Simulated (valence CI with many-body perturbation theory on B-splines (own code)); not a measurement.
Values are calculated unless marked as measured or tabulated.
# A CI+MBPT run for Rh30+

The program does CI of the valence electrons with many-body perturbation theory for a frozen closed Dirac-Fock core.

Command, and the settings that its task file holds:

```sh
python run_cv.py task.json out
```

```
atom Rh  Z=45  mass_number=103  rms_radius_fm=4.4945
core [Ne]
valence 3s2 3p4
avg = 1
basis = S
breit = 1
cap = 10000
capref = 1200
cscale = 1
de = 0.0
dress = 0
eps = 2e-08
h = 0.27
hh = 1
l2 = 3
lcore = 6
maxit = 60
n2 = 5
natural = 1
nlev = 20
nno = [3, 3, 3, 2, 1]
nroot = 26
nsp = [3, 3, 2, 1, 0]
pt2 = 1
qed = 1
rpa = 1
s1 = 1
s2 = 1
s3 = 1
screen = 1
tol = 2e-05
```

What became of the run, and why?

It gave no result: the electrons of core and valence do not add up to the charge. The program said: "core and valence hold 16 electrons, the ion has 15".
